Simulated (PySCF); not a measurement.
**Two probes of the same atoms: core binding energy and nuclear shielding**

Compound: C8H14O.
Atom-mapped SMILES: `[CH3:1][C:2](=[O:3])[CH:4]1[CH2:5][CH2:6][CH2:7][CH2:8][CH2:9]1`

Binding energies: delta-SCF UKS SCAN, pcX-2 on the ionised atom, pcseg-1 elsewhere, spin-free X2C in PySCF 2.14.0. Shieldings: GIAO PBE0/pcSseg-1, non-relativistic, same geometry.

| atom | C 1s (eV) |
| --- | --- |
| C1 | 290.89 |
| C2 | 293.01 |
| C4 | 290.59 |
| C5 | 290.60 |
| C6 | 290.49 |
| C7 | 290.35 |

**Question.** What are the absolute isotropic shieldings of these atoms?

**Answer.** 
| atom | environment | C 1s (eV) | isotropic shielding (ppm) |
| --- | --- | --- | --- |
| C7 | ring CH2 carbon | 290.35 | 155.9 |
| C6 | ring CH2 carbon | 290.49 | 158.8 |
| C4 | sp3 carbon next to a carbonyl | 290.59 | 134.5 |
| C5 | ring CH2 carbon | 290.60 | 153.7 |
| C1 | methyl carbon next to a carbonyl | 290.89 | 155.1 |
| C2 | ketone carbonyl carbon | 293.01 | -29.5 |

**Question.** Among the listed atoms, is the one with the highest binding energy also the least shielded?

**Answer.** Yes: C2 has both (293.01 eV, -29.5 ppm).

Over these 6 sites the two quantities correlate at r = -0.98. By binding energy: C7 < C6 < C4 ≈ C5 < C1 < C2. By shielding: C2 < C4 < C5 < C1 < C7 < C6.

Of atoms equivalent by bonding only the ionised one is listed; its partners' own values can differ in this conformer. Geometry: PBE0-D3(BJ)/def2-SVP, one conformer, isolated molecule.
